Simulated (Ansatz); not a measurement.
The same group exchange along the group Si, Ge, Sn.

Isolated molecules relaxed with PBE0-D4/def2-TZVP in Ansatz; ΔE leaves out vibrations. CCSD(T)/CBS adds triple-zeta CCSD(T) − MP2 to the extrapolated MP2 energy (def2 sets, frozen cores). This one scheme is used for every species. DFT in def2-TZVPP. Elements past krypton have def2 core potentials. For Ge, Se, Sn outer-core shells are correlated without core-valence functions, which leaves a few kJ/mol of doubt a bond. Scalar relativity is left out up to krypton. Each species was taken in one conformer, which may not be the lowest.

```
                                               reaction  HF/CBS(def2) (kJ/mol)  B97M-V (kJ/mol)  CCSD(T)/CBS(def2) (kJ/mol)
    `Cl[SiH2][SeH]` + `NBF` → `NB(F)[SeH]` + `[SiH3]Cl`                     12                9                          13
`[Cl][GeH2][SeH]` + `NBF` → `NB(F)[SeH]` + `[Cl][GeH3]`                     14                1                           9
`[Cl][SnH2][SeH]` + `NBF` → `NB(F)[SeH]` + `[Cl][SnH3]`                     41               22                          39
```

Largest T1 diagnostic: 0.012, for `NBF`.
